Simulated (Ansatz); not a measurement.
`CSB(F)Cl` + HCl → `CSB(Cl)Cl` + H–F at 500 K and 1 bar (ligand exchange at a B–F bond).

Calculated with Ansatz (gas phase, PBE0-D4/def2-TZVP geometries, no zero-point term in ΔE). CCSD(T)/CBS adds triple-zeta CCSD(T) − MP2 to the extrapolated MP2 energy (def2 sets, frozen cores). This one scheme is used for every species. One conformer a species, not always the lowest.

| species | CCSD(T)/CBS energy (Eh) | H − E (kJ/mol) | S (J/(mol·K)) |
| --- | --- | --- | --- |
| `CSB(F)Cl` | -1022.12842 | 164.8 | 395.7 |
| HCl | -460.38127 | 32.5 | 201.9 |
| `CSB(Cl)Cl` | -1382.09730 | 162.3 | 402.9 |
| H–F | -100.39570 | 39.4 | 188.7 |

H − E and S are ideal-gas, rigid-rotor, harmonic terms from PBE0-D4/def2-TZVP, for one conformer and one mirror image of each species. 1 Eh = 2625.50 kJ/mol, R = 8.31446 J/(mol·K).

Problem. By hand: ΔE, ΔH, ΔS and ΔG.

Solution. ΔE = (-1382.09730) + (-100.39570) − (-1022.12842) − (-460.38127) = 0.01669 Eh = 43.8 kJ/mol. Δ(H − E) = 162.3 + 39.4 − 164.8 − 32.5 = 4.4, so ΔH = 48.2 kJ/mol. ΔS = 402.9 + 188.7 − 395.7 − 201.9 = -6.0 J/(mol·K). ΔG = 48.2 − 500 × (-6.0)/1000 = 51.2 kJ/mol.

Problem. By hand: the equilibrium constant, and the temperature at which ΔG would vanish if ΔH and ΔS stayed fixed.

Solution. log₁₀ K = −ΔG/(RT ln 10) = -5.3. ΔH and −TΔS have one sign here, so there is no such temperature.

The number of gas molecules stays the same, so ΔS is small and ΔH decides. A doubt of 5 kJ/mol in ΔE shifts log₁₀ K by 0.5 here. Other conformers and mirror images would add mixing entropy, several J/(mol·K) or more a flexible species. These are equilibria of isolated gas molecules and say nothing of rates. Largest T1 diagnostic: 0.012 (customary marks: 0.02 for closed shells, 0.045 for open ones).

ΔS is within the doubt of such terms, so its sign, and with it that verdict, could turn.
